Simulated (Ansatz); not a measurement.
C$_{3}$H$_{9}$AlS, 14 atoms. Charge 0, multiplicity 1. The bonds changed during the relaxation, so this is another structure than the one it started from. All runs use 4 threads of a server CPU on a shared host. Correlated methods freeze the cores.

Q: How many basis functions does each run have, and how long does it take in Ansatz? RHF-CCSD(T)/def2-TZVPP energy; RHF-MP2/def2-QZVPP energy; RKS ωB97M-V/def2-TZVPP energy and forces; RKS PBE0-D4/def2-TZVP relaxation (6 steps); RKS ωB97M-V/def2-QZVPP energy; RKS LC-ωPBE/def2-TZVPP energy; RKS SPW92 (LDA)/def2-TZVPP energy; direct RPA on PBE orbitals/def2-TZVPP energy; RKS PBE0-D4/def2-TZVP frequencies; RKS PBE0-D4/def2-QZVPP energy; RKS ωB97M-V/def2-SVP energy; RKS B97M-V/def2-TZVPP energy. (Estimate.)

A: Ansatz gave: Other jobs shared the machine, so times are rough.

```csv
level,job,functions,wall time,peak host memory (GiB)
RKS SPW92 (LDA)/def2-TZVPP,energy,303,2.9 s,0.46
RKS LC-ωPBE/def2-TZVPP,energy,303,6.5 s,0.69
RKS ωB97M-V/def2-SVP,energy,123,11 s,0.43
direct RPA on PBE orbitals/def2-TZVPP,energy,303,13 s,0.87
RKS PBE0-D4/def2-QZVPP,energy,581,22 s,2.6
RKS B97M-V/def2-TZVPP,energy,303,23 s,0.57
RKS ωB97M-V/def2-TZVPP,energy and forces,303,28 s,1.4
RKS PBE0-D4/def2-TZVP,relaxation (6 steps),221,50 s,0.66
RKS ωB97M-V/def2-QZVPP,energy,581,52 s,2.9
RHF-MP2/def2-QZVPP,energy,581,62 s,4.8
RKS PBE0-D4/def2-TZVP,frequencies,221,7.4 min,0.66
RHF-CCSD(T)/def2-TZVPP,energy,303,22 min,3.8
```

LC-ωPBE has ω = 0.4 bohr⁻¹.
